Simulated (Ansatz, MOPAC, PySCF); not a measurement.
Torsion H4–Si1–Sn2–I3 in H3ISiSn (SMILES [SiH3][Sn][I]); at each angle all else is relaxed with GFN2-xTB, and the levels are single points there.
Geometry at 60° (charge 0, multiplicity 1):
```xyz
6

Si    -0.77308     0.02194     0.00127
Sn     1.43898     1.46515     0.10177
I      3.13215    -0.57692     0.68498
H     -1.09758    -0.67897     1.25613
H     -1.98415     0.81204    -0.29535
H     -0.76445    -1.02756    -1.03293
```

On the grid 0° to 120°, 0° is the highest and 60° the lowest point at MP2/CBS(def2-TZVPP, def2-QZVPP) + ΔCCSD(T)/def2-TZVPP.

Correlated levels freeze the cores. Filled d and f shells under p-block atoms count as core. Rows in 3-21G, STO-3G carry no dispersion term and start afresh at each structure; the Pople sets are all-electron and without relativity. The state that PM7 reach isn't checked; PM7 holds dispersion and hydrogen-bond terms.

Run with Ansatz (a quantum-chemistry and plane-wave program) with Gaussian orbitals; MOPAC for PM7 (differences of heats of formation); PySCF for 3-21G rows, STO-3G rows, the dispersion terms. Each number belongs to the level named beside it. In def2 rows elements past Kr take small-core potentials, without spin–orbit coupling.

```csv
level,energy at 0° less that at 60° (kcal/mol)
PM7,0.41
HF/STO-3G,0.40
HF/3-21G,0.50
HF/def2-TZVPP,0.39
BLYP/def2-TZVPP,0.18
BLYP-D4/def2-TZVPP,?
B3LYP/3-21G,0.41
B3LYP-D4/def2-TZVPP,?
CCSD/def2-SVP,0.48
```

**Question.** What belongs in the gaps?

**Answer.** 
- BLYP-D4/def2-TZVPP, energy at 0° less that at 60° (kcal/mol): 0.23
- B3LYP-D4/def2-TZVPP, energy at 0° less that at 60° (kcal/mol): 0.28
